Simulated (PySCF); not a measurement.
W(NH)(S)(Br)(OH) (BrH2NOSW), SMILES [NH]=[W]([OH])(=[S])[Br], multiplicity 1. Atoms are numbered in the order given.

```xyz
7

W      0.0473    -0.4408     0.0982
N     -0.3731    -1.5172    -1.2236
H     -0.1435    -2.1149    -2.0250
S      2.1943    -0.3268     0.2364
Br    -0.8427     1.7679    -0.4531
O     -0.6414    -1.1678     1.7089
H     -1.2269    -1.9477     1.7309
```
Charge 0, spin multiplicity 1.

Geometry: PBE-D3(BJ)/def2-SVP. The multiplicity is an assumed one; no other spin state was optimised. The structure was generated by enumeration; whether it is a known compound was not checked. The def2 effective core potentials stand for the cores of W; spin–orbit coupling is left out. The values are those of a single conformer.

The numbers are results of PBE-D3(BJ)/def2-SVP (PySCF 2.14.0), not measurements.

Frequencies are harmonic and unscaled.

Computed harmonic wavenumbers and intensities:
```tsv
mode	ν (cm⁻¹)	IR (km/mol)	moving atoms (share of kinetic energy)
1	110	0.9	S 47 %, Br 23 %, W 15 %, O 12 %
2	135	0.5	O 33 %, W 17 %, N 16 %, Br 15 %, S 12 %
3	180	9.3	O 38 %, S 17 %, Br 14 %, H 13 %, N 12 %
4	217	13.0	N 36 %, O 21 %, S 17 %, H 13 %, Br 10 %
5	243	11.8	N 46 %, H 25 %, O 17 %
6	273	4.1	Br 48 %, W 33 %, H 10 %
7	333	64.8	H 74 %, O 13 %
8	511	202.0	S 42 %, H 35 %, N 11 %, W 11 %
9	549	34.1	H 45 %, S 40 %, N 9 %
10	587	181.1	H 84 %, N 10 %
11	645	93.5	H 49 %, O 43 %
12	719	38.9	O 52 %, H 36 %, W 9 %
13	977	70.1	N 84 %
14	3523	164.5	H 92 %
15	3741	247.5	H 94 %
```
